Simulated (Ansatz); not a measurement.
```xyz
2

Cr    0.0000    0.0000    0.0000
Li    0.0000    0.0000    5.2000
```

Basis set: pcseg-2 (spherical functions). Some runs use density fitting. Charge 0, multiplicity 6.

Computed with Ansatz (development build ahead of 0.2.0); each method stands on the lowest determinant of its kind that the runs found.

**Question.** Give the atomization energy at this shape (free ground-state atoms in the same class of orbitals less the molecule, no zero-point energy) of sextet CrLi by PBE0 (unrestricted), PBE (unrestricted).

**Answer.**

```json
{"method": "PBE0 (unrestricted)", "atomization energy": "0.05 eV"}
{"method": "PBE (unrestricted)", "atomization energy": "0.05 eV"}
```

Caution: charge can spread falsely over distant fragments; other spin multiplicities were not run; the shape is not the minimum; the unrestricted determinant is a mixture of spin states.
